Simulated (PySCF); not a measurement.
Molecule: SMILES CO/C(F)=C\OC(C)=O, C₅H₇FO₃.

Bonds (- single, = double, # triple, : aromatic): C1-O2, O2-C3, C3-F4, C3=C5, C5-O6, O6-C7, C7-C8, C7=O9. C1 carries H10, H11, H12; C5 carries H13; C8 carries H14, H15, H16. Stereochemistry as in CO/C(F)=C\OC(C)=O.

Geometry GFN2-xTB throughout; GIAO in PySCF 2.14.0 with density-fitted response routines, gas phase, one conformer, non-relativistic; equivalent atoms averaged; basis pcSseg-1.

**Question.** How do the absolute shieldings σ depend on the functional? (a selection of nuclei; ppm; last column core-seconds on 1 thread of an Arm Neoverse V1, shared host; the GGAs took longer than the global hybrids here, which isn't the general rule, and the cause wasn't traced)

**Answer.** 
```csv
functional,kind,C3,C7,C5,C1,C8,O9,O6,H13,H10/H11/H12,core-s
BLYP,GGA,7.9,8.4,68.9,120.8,155.1,-117.4,103.9,25.93,27.76,74
revPBE,GGA,17.5,17.1,76.6,126.6,160.2,-108.1,109.0,25.91,27.76,44
PBE0,global hybrid,18.4,14.9,77.2,131.2,163.9,-116.9,125.3,25.74,27.74,38
wB97X-D,range-separated hybrid,17.3,13.7,76.6,130.8,163.1,-114.7,131.6,25.85,27.86,36
HSE06,range-separated hybrid,17.2,13.8,76.2,130.4,163.2,-118.0,123.8,25.75,27.74,59
```

**Question.** Which nucleus among those listed moves most, in ppm?

**Answer.** O6 (ester alkoxy oxygen): from 103.9 ppm with BLYP to 131.6 ppm with wB97X-D. The smallest spread is 0.12 ppm, at H10/H11/H12. Proton shifts span only some 12 ppm, so a few tenths of a ppm matter as much there as several ppm in carbon.
